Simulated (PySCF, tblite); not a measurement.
Compound: C₇H₁₃FO₂.
Atom-mapped SMILES: `[CH3:1][O:2][CH2:3][C@@:4]([F:5])([O:6][CH3:7])[CH:8]1[CH2:9][CH2:10]1` (hydrogens: H11, H12, H13 on C1; H14, H15 on C3; H16, H17, H18 on C7; H19 on C8; H20, H21 on C9; H22, H23 on C10)

Geometry (GFN2-xTB, Å), atoms numbered from 1 in this order:
```xyz
23
C7H13FO2 angstrom
C      2.7759   -0.9021    0.4895
O      1.7232   -1.3670   -0.3282
C      1.0449   -0.3773   -1.0435
C      0.1255    0.5621   -0.2331
F      0.9462    1.4040    0.5424
O     -0.4850    1.3561   -1.1913
C     -1.3666    2.3561   -0.7052
C     -0.8406   -0.0983    0.7348
C     -2.0285   -0.8447    0.1985
C     -0.9459   -1.5840    0.9149
H      3.3087   -1.7902    0.8244
H      3.4551   -0.2567   -0.0777
H      2.4052   -0.3514    1.3578
H      1.7467    0.2722   -1.5861
H      0.4152   -0.8950   -1.7698
H     -2.2776    1.9158   -0.2913
H     -0.8772    2.9733    0.0521
H     -1.6147    2.9681   -1.5692
H     -0.9976    0.5144    1.6157
H     -2.1008   -0.9594   -0.8726
H     -2.9815   -0.7065    0.6875
H     -1.1444   -1.9409    1.9147
H     -0.2908   -2.2216    0.3461
```

Method: PBE0/pcSseg-1 in PySCF (dipole) on a GFN2-xTB geometry, gas phase.

Take the most abundant isotopes and a rigid rotor. The values belong to one conformer with, in the numbering `[CH3:1][O:2][CH2:3][C@@:4]([F:5])([O:6][CH3:7])[CH:8]1[CH2:9][CH2:10]1`, C1–O2–C3–C4 -72°, O2–C3–C4–F5 71°, C3–C4–O6–C7 -178°, C3–C4–C8–C9 -72°.

(1) Give the principal moments of inertia and the rotational constants in cm⁻¹.

(2) Classify the top.

(3) Is it planar, by Δ = Ic − Ia − Ib?

(4) Give the other two planar moments, Paa and Pbb, and the rms extents of the mass along the axes.

(5) List the rotational levels J(Ka,Kc) to J = 3 (cm⁻¹).

(6) Which types of transition are allowed, and where do some lines up to J = 4 fall?

(7) Estimate the classical rotational partition function at 10 K, 298.15 K and 500 K.

Answers

(1) Ia = 290.08, Ib = 437.58, Ic = 588.23 u·Å²; 505379 MHz·u·Å²/I gives 1742, 1155 and 859.1 MHz, that is A = 0.05811, B = 0.03852, C = 0.02866 cm⁻¹.

(2) An asymmetric top. Ray's parameter κ = (2B − A − C)/(A − C) = -0.330; −1 is the prolate and +1 the oblate limit.

(3) Not planar: Δ = Ic − Ia − Ib = -139.43 u·Å². For a rigid frame Δ = −2 Σ m c², so Σ m c² = 69.71 u·Å² lies off the ab plane: 14.58 from hydrogen and 55.14 from heavier atoms. The atom farthest from that plane is 1.91 Å away.

(4) Paa = Σ m a² = (Ib + Ic − Ia)/2 = 367.87 and Pbb = Σ m b² = (Ia + Ic − Ib)/2 = 220.37 u·Å². With the mass M = 148.09 u, the rms extents √(P/M) along a, b and c are 1.58, 1.22, 0.69 Å.

(5) Above 0(0,0):
J = 1: 1(0,1) 0.0672, 1(1,1) 0.0868, 1(1,0) 0.0966
J = 2: 2(0,2) 0.1987, 2(1,2) 0.2113, 2(1,1) 0.2409, 2(2,1) 0.2996, 2(2,0) 0.3025
J = 3: 3(0,3) 0.3900, 3(1,3) 0.3964, 3(1,2) 0.4551, 3(2,2) 0.5012, 3(2,1) 0.5143, 3(3,1) 0.6254, 3(3,0) 0.6260
The levels of one J sum to (2J + 1)J(J + 1)(A + B + C)/3.

(6) The dipole components are |μa| = 1.05 D, |μb| = 0.48 D, |μc| = 0.59 D. The squared components, which scale the intensities, stand as 1.00 : 0.21 : 0.32 (a : b : c). Some lines, for components of 0.1 D or more:

| type | branch | J(Ka,Kc) | MHz | lower level (cm⁻¹) |
| --- | --- | --- | --- | --- |
| b | Q | 2(1,1) ← 2(0,2) | 1266 | 0.199 |
| c | R | 1(1,0) ← 0(0,0) | 2897 | 0.000 |
| b | R | 2(0,2) ← 1(1,1) | 3354 | 0.087 |
| b | Q | 4(2,3) ← 4(1,4) | 3798 | 0.641 |
| b | Q | 4(4,1) ← 4(3,2) | 5032 | 0.899 |
| b | R | 3(0,3) ← 2(1,2) | 5357 | 0.211 |
| a | R | 3(1,3) ← 2(1,2) | 5550 | 0.211 |
| a | R | 3(0,3) ← 2(0,2) | 5735 | 0.199 |
| b | R | 2(2,1) ← 1(1,0) | 6086 | 0.097 |
| a | R | 3(2,1) ← 2(2,0) | 6349 | 0.303 |
| c | R | 3(2,1) ← 2(1,1) | 8198 | 0.241 |
| a | R | 4(3,1) ← 3(3,0) | 8285 | 0.626 |
| c | R | 4(1,3) ← 3(0,3) | 10371 | 0.390 |
| c | R | 4(2,2) ← 3(1,2) | 10377 | 0.455 |
| b | R | 4(3,2) ← 3(2,1) | 11521 | 0.514 |
| c | R | 4(3,2) ← 3(2,2) | 11915 | 0.501 |
| b | R | 4(3,1) ← 3(2,2) | 12026 | 0.501 |
| b | R | 4(2,2) ← 3(1,3) | 12135 | 0.396 |

(7) Point group C1, symmetry number σ = 1; q = (√π/σ)·√((kT/h)³/(ABC)), k/h = 20836.6 MHz/K: 4050 at 10 K, 660000 at 298.15 K, 1430000 at 500 K.

Its GFN2-xTB frequencies are all real (lowest 41 cm⁻¹). Zero-point vibration and centrifugal distortion are left out. A rigid rotor knows nothing of internal rotation, which can split or shift real lines.

On one thread of an Arm Neoverse N1, no GPU, shared host with 64 logical CPUs at a one-minute load of 61, this took 1.7 min wall and 1.2 GiB of memory at its peak. This is the PBE0/pcSseg-1 job that gave the dipole, with the shieldings it also computed.
